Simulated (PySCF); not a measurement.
PySCF input for In(Br)(OH)(OMe) (CH₄BrInO₂), SMILES [In]([O]C)([OH])[Br], PBE0-D3(BJ)/def2-SVP. Geometry: PBE0-D3(BJ)/def2-SVP. The structure was generated by enumeration; whether it is a known compound was not checked. The def2 effective core potentials stand for the cores of In; spin–orbit coupling is left out. The values are those of a single conformer.

```python
import numpy as np
from pyscf import gto, scf, dft, df
from pyscf.hessian import thermo

mol = gto.M(
    atom='''
    In    0.23186866    0.39244512    0.00000000
    Br   -0.35036195   -2.00359532   -0.00000000
    O     2.13379065    0.97410422   -0.00000000
    H     2.73136309    0.21623444   -0.00000000
    O    -1.24042495    1.71964483   -0.00000000
    C    -1.01134238    3.10151617   -0.00000000
    H    -0.45936437    3.45458850   -0.89188889
    H    -1.99040187    3.61152447    0.00000000
    H    -0.45936438    3.45458850    0.89188891
    ''',
    basis='def2-SVP',
    ecp={'In': 'def2-svp'},
    charge=0,
    spin=0,
    max_memory=1600,
    verbose=3,
)
mf = dft.RKS(mol, xc='pbe0').density_fit(auxbasis='def2-universal-jkfit')
mf.disp = 'd3bj'
mf.grids.level = 3
mf.conv_tol = 1e-11
mf.max_cycle = 100
mf.kernel()

# [left out here: the lines that compute and print the analytic Hessian (its translational invariance restored by hand, since the grid's response is missing), thermochemistry and intensities]
```

Output:

```
converged SCF energy = -2954.34581146063

WARN: DFTD3 does not support analytical Hessian, using finite difference


WARN: Mole.unit (angstrom) is changed to Bohr

Mode                                 0                   1                   2
Irrep
Freq [cm^-1]                       26.5461             65.8335             76.9883
Reduced mass [au]                   1.2578              6.0800              2.9683
Force const [Dyne/A]                0.0005              0.0155              0.0104
Char temp [K]                      38.1939             94.7198            110.7690
Normal mode                   x     y     z       x     y     z       x     y     z
       0  In                 0.00 -0.00  0.01    0.05  0.00  0.00    0.00 -0.00 -0.05
       1  Br                -0.00  0.00 -0.01   -0.04  0.02 -0.00   -0.00  0.00  0.03
       2   O                 0.00  0.00  0.02    0.05 -0.00 -0.00    0.00  0.00  0.09
       3   H                 0.00  0.00  0.02    0.04 -0.00 -0.00    0.00  0.00  0.15
       4   O                -0.00 -0.00  0.07   -0.02 -0.07 -0.00   -0.00 -0.00 -0.06
       5   C                -0.00 -0.00 -0.09   -0.15 -0.06 -0.00   -0.00 -0.00  0.13
       6   H                -0.43 -0.05 -0.38   -0.18 -0.00 -0.00   -0.19  0.14  0.07
       7   H                -0.00 -0.00  0.35   -0.20 -0.14 -0.00   -0.00 -0.00  0.41
       8   H                 0.43  0.05 -0.38   -0.18 -0.00  0.00    0.19 -0.14  0.07
Mode                                 3                   4                   5
Irrep
Freq [cm^-1]                      103.3812            145.6559            220.2981
Reduced mass [au]                   6.3013              5.1629              4.7264
Force const [Dyne/A]                0.0397              0.0645              0.1351
Char temp [K]                     148.7426            209.5664            316.9600
Normal mode                   x     y     z       x     y     z       x     y     z
       0  In                 0.02 -0.02  0.00   -0.00  0.00  0.04   -0.01  0.00 -0.00
       1  Br                -0.03 -0.01 -0.00    0.00  0.00 -0.01    0.01  0.05 -0.00
       2   O                -0.05  0.20 -0.00    0.00 -0.00 -0.10   -0.00 -0.03  0.00
       3   H                 0.06  0.29 -0.00   -0.00 -0.00 -0.02   -0.03 -0.05 -0.00
       4   O                 0.01 -0.02 -0.00   -0.00 -0.00 -0.17   -0.09 -0.10  0.00
       5   C                 0.06 -0.02 -0.00    0.00 -0.00  0.03    0.10 -0.13 -0.00
       6   H                 0.08 -0.04  0.00   -0.14  0.14 -0.00    0.15 -0.21  0.00
       7   H                 0.08  0.01 -0.00    0.00 -0.00  0.27    0.17  0.01 -0.00
       8   H                 0.08 -0.04 -0.00    0.14 -0.14 -0.00    0.15 -0.21 -0.00
Mode                                 6                   7                   8
Irrep
Freq [cm^-1]                      266.1136            289.7703            547.1753
Reduced mass [au]                  20.9485              1.0877              8.5764
Force const [Dyne/A]                0.8741              0.0538              1.5129
Char temp [K]                     382.8783            416.9150            787.2634
Normal mode                   x     y     z       x     y     z       x     y     z
       0  In                 0.01  0.06  0.00    0.00  0.00 -0.00    0.02 -0.03  0.00
       1  Br                -0.02 -0.07 -0.00   -0.00 -0.00 -0.00    0.00  0.00 -0.00
       2   O                 0.03  0.00  0.00    0.00 -0.00 -0.06    0.06  0.01  0.00
       3   H                -0.00 -0.02 -0.00   -0.00 -0.00  0.96    0.04 -0.01  0.00
       4   O                -0.07 -0.02  0.00   -0.00 -0.00  0.03   -0.19  0.08  0.00
       5   C                 0.04 -0.04 -0.00    0.00 -0.00 -0.00   -0.01  0.09 -0.00
       6   H                 0.07 -0.08 -0.00    0.02 -0.02  0.00    0.04  0.02  0.00
       7   H                 0.08  0.04 -0.00    0.00  0.00 -0.03    0.06  0.23  0.00
       8   H                 0.07 -0.08  0.00   -0.02  0.02  0.00    0.04  0.02 -0.00
Mode                                 9                  10                  11
Irrep
Freq [cm^-1]                      616.6721            829.8011           1142.2977
Reduced mass [au]                  14.7142              1.0765              7.4718
Force const [Dyne/A]                3.2968              0.4367              5.7443
Char temp [K]                     887.2539           1193.8991           1643.5120
Normal mode                   x     y     z       x     y     z       x     y     z
       0  In                -0.04 -0.00 -0.00    0.01 -0.00 -0.00    0.00 -0.00  0.00
       1  Br                -0.00  0.00  0.00   -0.00 -0.00  0.00    0.00 -0.00 -0.00
       2   O                 0.21  0.07 -0.00    0.00  0.06  0.00    0.00 -0.00  0.00
       3   H                 0.10 -0.03 -0.00   -0.77 -0.57 -0.00    0.01  0.00 -0.00
       4   O                 0.03 -0.02 -0.00    0.01  0.00 -0.00    0.01  0.18  0.00
       5   C                 0.00 -0.02  0.00   -0.00 -0.00  0.00   -0.05 -0.18 -0.00
       6   H                -0.01 -0.01 -0.00   -0.00  0.01  0.00    0.00 -0.18  0.02
       7   H                -0.01 -0.05 -0.00   -0.00  0.00  0.00    0.04  0.02  0.00
       8   H                -0.01 -0.01  0.00   -0.00  0.01 -0.00    0.00 -0.18 -0.02
Mode                                12                  13                  14
Irrep
Freq [cm^-1]                     1171.0676           1185.0080           1467.3420
Reduced mass [au]                   1.2806              1.3557              1.0800
Force const [Dyne/A]                1.0347              1.1216              1.3701
Char temp [K]                    1684.9055           1704.9626           2111.1784
Normal mode                   x     y     z       x     y     z       x     y     z
       0  In                -0.00  0.00  0.00    0.00 -0.00  0.00    0.00 -0.00 -0.00
       1  Br                -0.00 -0.00 -0.00   -0.00  0.00  0.00   -0.00  0.00 -0.00
       2   O                 0.00 -0.00  0.00   -0.00  0.00 -0.00   -0.00 -0.00  0.00
       3   H                -0.00 -0.00 -0.00   -0.00 -0.00 -0.00   -0.00 -0.00  0.00
       4   O                 0.00 -0.00  0.05   -0.06  0.04  0.00   -0.01  0.02 -0.00
       5   C                -0.00  0.00 -0.12    0.12 -0.05 -0.00   -0.04  0.07 -0.00
       6   H                 0.14  0.54  0.17   -0.21  0.30 -0.08    0.41 -0.24  0.16
       7   H                 0.00  0.00  0.29   -0.18 -0.63  0.00   -0.33 -0.55  0.00
       8   H                -0.14 -0.54  0.17   -0.21  0.30  0.08    0.41 -0.24 -0.16
Mode                                15                  16                  17
Irrep
Freq [cm^-1]                     1469.2979           1479.6928           2994.6016
Reduced mass [au]                   1.0417              1.0951              1.0333
Force const [Dyne/A]                1.3250              1.4127              5.4595
Char temp [K]                    2113.9925           2128.9485           4308.5649
Normal mode                   x     y     z       x     y     z       x     y     z
       0  In                 0.00 -0.00  0.00   -0.00  0.00  0.00    0.00 -0.00 -0.00
       1  Br                -0.00  0.00 -0.00    0.00 -0.00  0.00   -0.00  0.00  0.00
       2   O                -0.00 -0.00 -0.00    0.00 -0.00 -0.00   -0.00 -0.00 -0.00
       3   H                -0.00 -0.00 -0.00    0.00  0.00 -0.00   -0.00  0.00  0.00
       4   O                -0.00  0.00  0.01   -0.01 -0.01  0.00   -0.00  0.00 -0.00
       5   C                 0.00  0.00  0.05   -0.04 -0.07  0.00    0.02  0.04  0.00
       6   H                -0.34  0.35 -0.05    0.28  0.47  0.38   -0.31 -0.18  0.52
       7   H                -0.00 -0.00 -0.69    0.06  0.11 -0.00    0.37 -0.18 -0.00
       8   H                 0.34 -0.35 -0.05    0.28  0.47 -0.38   -0.31 -0.18 -0.52
Mode                                18                  19                  20
Irrep
Freq [cm^-1]                     3068.5898           3099.8906           3884.2251
Reduced mass [au]                   1.1061              1.1033              1.0671
Force const [Dyne/A]                6.1368              6.2465              9.4856
Char temp [K]                    4415.0175           4460.0524           5588.5351
Normal mode                   x     y     z       x     y     z       x     y     z
       0  In                -0.00  0.00 -0.00    0.00 -0.00 -0.00   -0.00 -0.00  0.00
       1  Br                 0.00 -0.00  0.00    0.00 -0.00  0.00   -0.00 -0.00 -0.00
       2   O                 0.00 -0.00 -0.00    0.00  0.00 -0.00    0.04 -0.05  0.00
       3   H                -0.00  0.00  0.00    0.00  0.00 -0.00   -0.61  0.75  0.00
       4   O                 0.00 -0.00 -0.00    0.00  0.00  0.00   -0.00  0.00  0.00
       5   C                -0.00 -0.00  0.09   -0.09  0.02 -0.00   -0.00 -0.00 -0.00
       6   H                 0.34  0.20 -0.54    0.12  0.08 -0.23    0.00  0.00 -0.00
       7   H                 0.00 -0.00  0.02    0.77 -0.39 -0.00   -0.00  0.00 -0.00
       8   H                -0.34 -0.20 -0.54    0.12  0.08  0.23    0.00  0.00  0.00
temperature 298.1500 [K]
pressure 101325.00 [Pa]
Rotational constants [GHz] 3.64974 0.91258 0.73344
Symmetry number 1
Zero-point energy (ZPE) 0.05502 [Eh]   144450.564 [J/mol]
                           tot       elec      trans        rot        vib
Entropy [J/mol/K]       411.916      0.000    177.241    122.449    112.226
Cv [J/mol/K]            103.144      0.000     12.472     12.472     78.200
Cp [J/mol/K]            111.458      0.000     20.786     12.472     78.200
Internal energy [J/mol]                      3718.434   3718.434 159572.884
Internal energy [Eh]   -2954.28220  -2954.34581
Enthalpy [J/mol]                             6197.391   3718.434 159572.884
Enthalpy [Eh]          -2954.28126
Gibbs free energy [J/mol]                  -46647.136 -32789.763 126112.718
Gibbs free energy [Eh] -2954.32803
static polarisability / bohr^3: [[60.974 -1.019  0.   ]
 [-1.038 87.853  0.   ]
 [-0.    -0.    42.568]]
largest difference of analytic and finite-field dipole derivatives / e: 0.0033535648408429264
mode   freq/cm-1   IR/(km/mol)   Raman/(A^4/amu)   depolarisation
   1       26.55         1.586             0.001            0.750
   2       65.83         2.108             1.713            0.750
   3       76.99         0.035             0.095            0.750
   4      103.38        17.596             2.438            0.731
   5      145.66        37.180             0.138            0.750
   6      220.30         3.124             6.370            0.185
   7      266.11        40.125             5.333            0.219
   8      289.77        87.317             0.585            0.750
   9      547.18        27.902            32.737            0.179
  10      616.67        74.902            12.214            0.248
  11      829.80       100.421             1.243            0.728
  12     1142.30       236.167            12.841            0.406
  13     1171.07         0.101             2.155            0.750
  14     1185.01         0.619            13.592            0.152
  15     1467.34        10.668            15.546            0.609
  16     1469.30         3.153            22.510            0.750
  17     1479.69        40.497            18.955            0.689
  18     2994.60       109.736           184.205            0.017
  19     3068.59        46.104            86.896            0.750
  20     3099.89        25.480           213.382            0.531
  21     3884.23        74.423           120.620            0.260
max |gradient| / (hartree/bohr): 8.854502821656336e-05
APT charges: [ 1.5638 -0.5146 -0.7785  0.2546 -0.8951  0.5634 -0.0647 -0.0641 -0.0647]
```

The calculation finished and met its thresholds.
